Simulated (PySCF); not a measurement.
Predicted microwave data (PBE0/pcSseg-1 in PySCF (dipole) on a GFN2-xTB geometry, gas phase) for one isomer of C6H14O:

* Rotational constants: A = 5031, B = 1236, C = 1175 MHz
* Dipole components: |μa| = 0.67 D, |μb| = 0.66 D, |μc| = 0.70 D
* Inertial defect: -79.34 u·Å²
* κ: -0.97

Task: Which structure is it? (One computed conformer of each.)
A. `[CH3:1][CH2:2][CH2:3][CH2:4][O:5][CH2:6][CH3:7]` with C1–C2–C3–C4 -177°, C2–C3–C4–O5 66°, C3–C4–O5–C6 -179°, C4–O5–C6–C7 178° (n-BuOEt)
B. `[CH3:1][CH2:2][O:3][CH2:4][CH:5]([CH3:6])[CH3:7]` with C1–C2–O3–C4 -71°, C2–O3–C4–C5 -171°, O3–C4–C5–C6 -65°
C. `[CH3:1][CH2:2][O:3][C:4]([CH3:5])([CH3:6])[CH3:7]` with C1–C2–O3–C4 180°
D. `[CH3:1][CH:2]([CH3:3])[O:4][CH:5]([CH3:6])[CH3:7]` with C1–C2–O4–C5 -86°, C2–O4–C5–C6 153°
E. `[CH3:1][O:2][CH2:3][CH2:4][CH:5]([CH3:6])[CH3:7]` with C1–O2–C3–C4 179°, O2–C3–C4–C5 -64°, C3–C4–C5–C6 -72°

Result: E. It is COCCC(C)C, a near-prolate asymmetric top, point group C1. The candidates at the same level (rigid rotor, commonest isotopes):

| SMILES | A (MHz) | B (MHz) | C (MHz) | μa (D) | μb (D) | μc (D) | Δ (u·Å²) | point group | rotor |
| --- | --- | --- | --- | --- | --- | --- | --- | --- | --- |
| COCCC(C)C | 5031 | 1236 | 1175 | 0.67 | 0.66 | 0.70 | -79.34 | C1 | near-prolate asymmetric top |
| CCCCOCC | 6208 | 1010 | 920.2 | 0.47 | 0.85 | 0.56 | -32.67 | C1 | near-prolate asymmetric top |
| CCOC(C)(C)C | 4113 | 1561 | 1532 | 0.30 | 1.17 | 0.00 | -116.79 | Cs | near-prolate asymmetric top |
| CCOCC(C)C | 5336 | 1212 | 1140 | 0.41 | 0.98 | 0.48 | -68.62 | C1 | near-prolate asymmetric top |
| CC(C)OC(C)C | 4125 | 1543 | 1364 | 0.00 | 0.00 | 1.23 | -79.61 | C2 | asymmetric top |

`CC(C)OC(C)C` has B 25 % too high; `CCOC(C)(C)C` has C 30 % too high; `CCCCOCC` has A 23 % too high; `CCOCC(C)C` has A 6 % too high. No structure here is proved a minimum.
